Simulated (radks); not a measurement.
Results of a calculation; reference values are marked as such.
Effect of the nuclear size on neutral rubidium, [Kr] 5s1. Level of theory: Dirac Kohn-Sham, PBE, spin-unpolarised, spherical densities, finite nucleus; Fermi nuclear charge, rms radius 4.2036 fm (a radial shooting solver on a logarithmic mesh with Libxc functionals). The rms radius is varied about that value; shifts are against it.

| rms radius (fm) | total energy shift (eV) | density at nucleus (e/bohr^3) | 1s1/2 shift (meV) | 2s1/2 shift (meV) | 3p1/2 shift (meV) | 4s1/2 shift (meV) |
|---|---|---|---|---|---|---|
| 3.5773 | -0.199 | 5.57e+04 | -84.5 | -8.64 | 0.139 | -0.159 |
| 3.8043 | -0.131 | 5.541e+04 | -55.3 | -5.66 | 0.091 | -0.104 |
| 4.2036 | 0 | 5.494e+04 | 0.000 | 0.000 | 0.000 | 0.000 |
| 4.5021 | 0.105 | 5.463e+04 | 44.7 | 4.57 | -0.074 | 0.084 |
| 4.8678 | 0.243 | 5.427e+04 | 103 | 10.6 | -0.170 | 0.194 |

Slopes of the eigenvalues against <r^2> in GHz/fm^2, as finite differences over the two radii next to the reference (eigenvalue slopes, not the field-shift constants of lines): 1s1/2 4170, 2s1/2 427, 3p1/2 -6.87, 4s1/2 7.85.
